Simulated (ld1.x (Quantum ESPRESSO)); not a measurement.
**What one change does to a pseudopotential (oxygen, TM)**

```
Element                 : O
Generator               : ld1.x (Quantum ESPRESSO) 7.5
Type                    : norm-conserving Troullier–Martins (Kleinman–Bylander form)
Functional              : PBEsol
Relativity              : scalar-relativistic
Frozen core             : [He]
Valence charge          : 6
Reference configuration : 2s2 2p3.5 (charge +0.5)
Partial waves           : 2p (bound): rc 1.45 bohr; 2s (bound): rc 0.70 bohr
Local potential         : the s channel
Core correction         : a·sin(br)/r model core, default radius (core density twice the valence density)
```

Change: all radii but the core radius scaled by about 0.74 (s 0.52, p 1.08 bohr).

Cutoffs: the cutoffs (Ry, on a coarse ladder) from which the occupation-weighted sum of valence levels, in a spherical-Bessel basis at the reference potential, stays within 10 and 1 mRy of its value at 400 Ry; they do not see the model core or the augmentation charge, which bear on the density cutoff. Errors are all-electron minus pseudo energies relative to the spin-unpolarised reference configuration.

Question: What does the change do?

Answer: Of the 7 tests that both files solve, the error grows in 0 and shrinks in 6 by more than 15 % and 0.3 meV (median size 78.9 → 35.6 meV); neither file shows a bound ghost. Less of the atom is replaced, so other configurations are described better.

```csv
quantity,base,changed
"cutoff, loose",90 Ry,300 Ry
"cutoff, tight",200 Ry,over 300 Ry
loose cutoff by channel (10 mRy a level),"p 55 Ry, s 70 Ry","p 80 Ry, s 260 Ry"
bound ghosts,none,none
"error for 2s2 2p4, meV [ΔE -6.25 eV]",+1.9,+1.1
"error for 2s2 2p3, meV [ΔE 10.11 eV]",+4.5,+1.3
"error for 2s2 2p2, meV [ΔE 43.58 eV]",+101,+36
"error for 2s2 2p0, meV [ΔE 173.94 eV]",+1748,+697
"error for 2s2 2p1, meV [ΔE 97.29 eV]",+535,+200
"error for 2s1 2p5, meV [ΔE 8.60 eV]",+30,+25
"error for 2s0 2p6, meV [ΔE 23.49 eV]",+79,+84
```
